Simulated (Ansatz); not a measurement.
```yaml
crystal:
  periodic: [false, false, false]
  atoms:
    - {symbol: B, position_ang: [-0.073333, -1.019818, -1.377501]}
    - {symbol: As, position_ang: [-2.002448, -1.183281, -1.285166]}
    - {symbol: As, position_ang: [-0.025074, -1.119341, 2.480692]}
    - {symbol: B, position_ang: [-0.922388, -0.553106, 0.430982]}
    - {symbol: B, position_ang: [-0.891187, 0.527665, -1.300315]}
    - {symbol: As, position_ang: [-1.707790, 0.579076, 1.906326]}
    - {symbol: As, position_ang: [1.978126, -1.156242, -1.249921]}
    - {symbol: B, position_ang: [0.911473, -0.564714, 0.369044]}
    - {symbol: B, position_ang: [0.883251, 0.548824, -1.352024]}
    - {symbol: As, position_ang: [-0.042468, 2.337644, -1.070431]}
    - {symbol: As, position_ang: [1.683225, 0.532074, 1.853218]}
    - {symbol: B, position_ang: [-0.054723, 1.039568, 0.606081]}
basis:
  gaussian: {orbitals: def2-SVPD, fitting: {mean_field: cc-pVTZ-jkfit}}
hamiltonian: {xc: {name: r2SCAN}}
scf: {omitted_lower_state_checks: [starts]}
output: {forces: true}
```

```sh
$ ansatz run in.yaml --threads 2 --pin off --events-out ev --progress --plain --max-ram 32768MiB --backend cuda --devices 0, --max-vram 18GiB
```

Output, abridged:

```
Functional definition: r2SCAN
1716 factors; integrals over basis functions are off by at most 7.8e-2 eV
mean field evaluation 1: about -369029.9155 eV, gradient 1.0e2 eV
mean field evaluation 2: about -368646.9825 eV, gradient 3.2e2 eV
mean field evaluation 4: about -369036.8885 eV, gradient 7.6e1 eV
mean field evaluation 8: about -369056.7230 eV, gradient 1.1e0 eV
mean field evaluation 16: about -369056.7335 eV, gradient 2.5e-3 eV
mean field -369056.73352783 eV, -13562.5848015091 hartree, gradient 6.2e-5 eV, S^2 0.000000; 0 other end points of the search recorded, 0 dependent functions left out
reference -369056.73354696 eV, -13562.5848022121 hartree; 114, 114 occupied and 234, 234 virtual orbitals, 1716 factors
Total energy: -369056.73354696 eV, -13562.5848022121 hartree
Atom 0 at    -0.073333    -1.019818    -1.377501 Å, force     1.759981     0.312371     0.010810 eV/Å
Atom 1 at    -2.002448    -1.183281    -1.285166 Å, force    -0.785361     0.161550     0.213273 eV/Å
Atom 2 at    -0.025074    -1.119341     2.480692 Å, force    -0.098175     0.010646    -0.078998 eV/Å
Atom 3 at    -0.922388    -0.553106     0.430982 Å, force    -0.125760    -0.379239    -0.146273 eV/Å
Atom 4 at    -0.891187     0.527665    -1.300315 Å, force     0.058571    -0.032866     0.017807 eV/Å
Atom 5 at    -1.707790     0.579076     1.906326 Å, force     0.088047    -0.133294    -0.144821 eV/Å
Atom 6 at     1.978126    -1.156242    -1.249921 Å, force    -0.309878     0.024370    -0.726668 eV/Å
Atom 7 at     0.911473    -0.564714     0.369044 Å, force    -0.426701     0.290226     0.875486 eV/Å
Atom 8 at     0.883251     0.548824    -1.352024 Å, force    -0.597525    -0.390963     0.070322 eV/Å
Atom 9 at    -0.042468     2.337644    -1.070431 Å, force     0.104068    -0.129498    -0.103294 eV/Å
Atom 10 at     1.683225     0.532074     1.853218 Å, force    -0.101828     0.051534     0.007493 eV/Å
Atom 11 at    -0.054723     1.039568     0.606081 Å, force     0.434560     0.215162     0.004863 eV/Å
Dipole moment:     0.009859    -0.128476     0.137121 e Å
Checks for a lower state left out: starts
```

Run time 5 s (2 threads of AMD EPYC 7R13 on a shared host and a share (18 GiB) of an NVIDIA H100 80GB HBM3), peak host memory 0.85 GiB.
